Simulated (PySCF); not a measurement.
Species: C₅H₃F₃O.
Geometry (GFN2-xTB, Å), atoms numbered from 1 in this order:
```
atom  x, y, z in Å
O1    -2.913    0.375    0.683
C2    -1.761    0.252    0.419
C3    -0.523    1.066    0.593
C4     0.225    0.117    0.013
C5     1.680   -0.005   -0.289
F6     1.908   -0.138   -1.606
F7     2.223   -1.082    0.303
F8     2.379    1.060    0.121
C9    -0.908   -0.849   -0.255
H10   -0.311    2.031    1.015
H11   -0.863   -1.795    0.281
H12   -1.135   -1.033   -1.304
```

The closed-shell SCF was solved with PySCF and density fitting under several settings on one GFN2-xTB geometry (grid level 2 and gas phase unless stated).

```
      settings  basis functions  SCF cycles     E (Eh)  HOMO (eV)  LUMO (eV)  dipole (D)
 PBE0/pcSseg-1              168          14  -566.4078      -7.99      -2.37        0.73
PBE0/def2-SVPD              216          14  -566.0671      -8.04      -2.46        0.86
```

Question: Estimate the rows for these settings: (1) B97-2/pcSseg-1, start guess vsap; (2) BP86/aug-cc-pVDZ.

Answer: 
| settings | basis functions | SCF cycles | E (Eh) | HOMO (eV) | LUMO (eV) | dipole (D) |
| --- | --- | --- | --- | --- | --- | --- |
| B97-2/pcSseg-1, start guess vsap | 168 | 13 | -566.8082 | -7.70 | -2.43 | 0.73 |
| BP86/aug-cc-pVDZ | 234 | 17 | -567.1091 | -6.47 | -3.43 | 0.91 |

Question: Over all rows, what range does the HOMO–LUMO gap span?

Answer: From 3.04 eV (BP86/aug-cc-pVDZ) to 5.62 eV (PBE0/pcSseg-1). The functional of the narrowest has no exact exchange, that of the widest 25 % exact exchange.

Question: Compare two rows with the functional PBE0: PBE0/pcSseg-1 and PBE0/def2-SVPD. Which energy is lower, and by how much?

Answer: PBE0/pcSseg-1 (168 functions) lies 0.3407 Eh or 214 kcal/mol below PBE0/def2-SVPD (216 functions). The smaller set gives the lower energy; the two sets aren't nested, so the variational bound doesn't order them by size.

Cycle counts include a coarse-grid stage where the run had one.
